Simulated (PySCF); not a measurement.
Hf²⁺: excitation energy

Hf²⁺ [Xe] 4f14 5d2 (3F) → Hf²⁺ [Xe] 4f14 5d1 6s1 (3D), as a difference of total energies. Computed with PySCF 2.14 in x2c-TZVPPall (11s7p7d3f1g, 97 functions), with scalar relativity by spin-free X2C-1e. Correlated levels: valence and next inner shell: [Kr] 4d10 4f14 frozen. The calculations carry no spin-orbit coupling.

```
                                method  excitation energy (eV)
                                   UHF                   0.261
    MP2 (valence and next inner shell)                  -0.063
SCS-MP2 (valence and next inner shell)                   0.014
   CCSD (valence and next inner shell)                  -0.014
CCSD(T) (valence and next inner shell)                  -0.027
```

Q: How much does correlation contribute at CCSD(T) (valence and next inner shell)?

A: -0.027 − (0.261) = -0.288 eV, measured against UHF.

A first-order spin-orbit estimate (lowest level to lowest level, LS coupling) adds 0.088 eV.

The basis was made for the ground configuration and has no added diffuse functions, so the excitation energy can come out too high.
